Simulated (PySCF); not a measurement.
AlCl3, SMILES [Cl][Al+]([Cl])[Cl] (connectivity only; charge and spin as stated), charge +1, multiplicity 2.

Geometry optimised at PBE0-D3(BJ)/def2-SVP.

All values below come from TDA-PBE/def2-SVPD (PySCF 2.14.0).

Vertical excitations. 

Estimate the UV-visible absorptions. (The exact figures need the calculation; the answer reports its results.)


```tsv
state	energy (eV)	λ (nm)	f	main pairs
root 1	0.73	1691	0.000	β HOMO−1→LUMO 100 %
root 2	0.85	1461	0.009	β HOMO→LUMO 99 %
root 3	1.00	1235	0.000	β HOMO−2→LUMO 100 %
root 4	1.89	656	0.000	β HOMO−3→LUMO 100 %
root 5	2.34	529	0.009	β HOMO−4→LUMO 65 %, β HOMO−6→LUMO 34 %
root 6	2.49	498	0.001	β HOMO−5→LUMO 100 %
root 7	3.55	349	0.097	β HOMO−6→LUMO 56 %, β HOMO−4→LUMO 23 %, β HOMO−7→LUMO 15 %
root 8	4.80	258	0.102	β HOMO−7→LUMO 80 %
root 9	5.39	230	0.000	α HOMO→LUMO 54 %, β HOMO→LUMO+1 45 %
root 10	5.40	230	0.000	α HOMO−1→LUMO 55 %, β HOMO−1→LUMO+1 44 %
```
Unrestricted roots are not spin-pure.
